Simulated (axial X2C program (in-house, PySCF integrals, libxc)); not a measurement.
## SnN along the bond: HF, two-component

All values were computed with an in-house all-electron X2C program for linear molecules (integrals from PySCF). Two-component (2c) means X2C with spin–orbit coupling and atomic mean-field two-electron Coulomb and Gaunt terms. Basis: Sn dyall-cv3z [11s12p9d4f1g], N dyall-av3z [7s7p3d2f] (cores contracted in-house); Gaussian nuclei, density fitting, unrestricted open shells. Masses: Sn 119.902 u, N 14.003 u.

State: Ω = 3/2 (⟨Sz⟩ = 0.50, ⟨Lz⟩ = 1.00 at HF). Dipoles are positive if N is the positive end.

Results along the bond:

```json
{"R (Å)": "1.711", "μ (D)": "-2.262", "HOMO (eV)": "-8.33", "LUMO (eV)": "-0.90"}
{"R (Å)": "1.790", "μ (D)": "-2.166", "HOMO (eV)": "-8.01", "LUMO (eV)": "-0.88"}
{"R (Å)": "1.849", "μ (D)": "-2.148", "HOMO (eV)": "-7.86", "LUMO (eV)": "-0.86"}
{"R (Å)": "1.908", "μ (D)": "-2.174", "HOMO (eV)": "-7.76", "LUMO (eV)": "-0.83"}
{"R (Å)": "1.967", "μ (D)": "-2.233", "HOMO (eV)": "-7.70", "LUMO (eV)": "-0.81"}
{"R (Å)": "2.036", "μ (D)": "-2.330", "HOMO (eV)": "-7.66", "LUMO (eV)": "-0.79"}
{"R (Å)": "2.105", "μ (D)": "-2.435", "HOMO (eV)": "-7.64", "LUMO (eV)": "-0.78"}
{"R (Å)": "2.193", "μ (D)": "-2.523", "HOMO (eV)": "-7.63", "LUMO (eV)": "-0.76"}
{"R (Å)": "2.301", "μ (D)": "-2.374", "HOMO (eV)": "-7.60", "LUMO (eV)": "-0.74"}
{"R (Å)": "2.459", "μ (D)": "-1.587", "HOMO (eV)": "-7.49", "LUMO (eV)": "-0.66"}
```

One determinant describes the state; a PBE0 search over occupations chose it and may have missed a lower one. PBE0 can misorder states that lie within some tenths of an eV, so this need not be the ground state of the molecule. The nearest other 2c determinant of the search, Ω = 1/2, lies 0.15 eV up at the distance of the search. The determinant is spin-polarised beyond a pure state at some levels (its spin-free form has ⟨S²⟩ too high), which makes Re and μ there less reliable.
